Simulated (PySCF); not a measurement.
Gas-phase reaction: 3 GeH₂F₂ + CH₃CF₃ + C₄H₁₀ (isobutane) ⇌ 3 GeHF₃ + 2 C₃H₈

Energies from PySCF, thermal terms from the rigid-rotor harmonic-oscillator model, ideal gas at 1 bar. † marks an energy on the PBE0/def2-TZVP geometry and frequencies. CCSD(T) freezes the core. All species are closed-shell singlets. Ge: all electrons, no relativistic terms. GeH₂F₂, GeHF₃: computed as isolated molecules; such fragments, hydroxides, amides, oligomers or adducts are transient or little studied in the gas. CCSD(T) isn't extrapolated to the basis-set limit.

HF/def2-TZVP† gives ΔH°(298 K) = -312 kJ.

What do M06-2X/def2-TZVP†, ωB97X-V/def2-TZVP†, CCSD(T)/def2-SVP† give?

M06-2X/def2-TZVP†: -341 kJ; ωB97X-V/def2-TZVP†: -295 kJ; CCSD(T)/def2-SVP†: -277 kJ. For scale, ΔH°(298 K) is -312 kJ at this level, -295 kJ at ωB97M-V/def2-TZVP†, and runs from -341 to -217 kJ over the 18 levels computed.
